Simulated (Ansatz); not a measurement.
`C[SiH2]B(N)F` + H₂ → `NBF` + `C[SiH3]` at 400 K and 1 bar (hydrogenolysis of a B–Si bond).

Computed with Ansatz on PBE0-D4/def2-TZVP structures; ΔE is electronic, products minus reactants. CBS: MP2 limit from def2 TZ/QZ plus the TZ coupled-cluster correction, frozen cores. This one scheme is used for every species. One conformer a species, not always the lowest.

```json
{"species": "`C[SiH2]B(N)F`", "CCSD(T)/CBS energy (Eh)": "-510.74426", "H − E (kJ/mol)": "267.0", "S (J/(mol·K))": "396.1"}
{"species": "H₂", "CCSD(T)/CBS energy (Eh)": "-1.17544", "H − E (kJ/mol)": "38.0", "S (J/(mol·K))": "139.0"}
{"species": "`NBF`", "CCSD(T)/CBS energy (Eh)": "-181.19761", "H − E (kJ/mol)": "130.1", "S (J/(mol·K))": "274.9"}
{"species": "`C[SiH3]`", "CCSD(T)/CBS energy (Eh)": "-330.73916", "H − E (kJ/mol)": "180.9", "S (J/(mol·K))": "277.1"}
```

H − E and S are ideal-gas, rigid-rotor, harmonic terms from PBE0-D4/def2-TZVP, for one conformer and one mirror image of each species. The MP2-based limit puts H₂ 0.8 mEh under its directly extrapolated value; such offsets cancel only in part. 1 Eh = 2625.50 kJ/mol, R = 8.31446 J/(mol·K).

**Question.** By hand: ΔE, ΔH, ΔS and ΔG.

**Answer.** ΔE = (-181.19761) + (-330.73916) − (-510.74426) − (-1.17544) = -0.01707 Eh = -44.8 kJ/mol. Δ(H − E) = 130.1 + 180.9 − 267.0 − 38.0 = 6.0, so ΔH = -38.8 kJ/mol. ΔS = 274.9 + 277.1 − 396.1 − 139.0 = 16.9 J/(mol·K). ΔG = -38.8 − 400 × (16.9)/1000 = -45.6 kJ/mol.

**Question.** By hand: the equilibrium constant, and the temperature at which ΔG would vanish if ΔH and ΔS stayed fixed.

**Answer.** log₁₀ K = −ΔG/(RT ln 10) = 6.0. ΔH and −TΔS have one sign here, so there is no such temperature.

ΔH outweighs TΔS. A doubt of 5 kJ/mol in ΔE shifts log₁₀ K by 0.7 here. Other conformers and mirror images would add mixing entropy, several J/(mol·K) or more a flexible species. Modes under 60 cm⁻¹, often nearly free rotors, make the harmonic entropy too high. These are equilibria of isolated gas molecules and say nothing of rates. Largest T1 diagnostic: 0.012 (customary marks: 0.02 for closed shells, 0.045 for open ones).
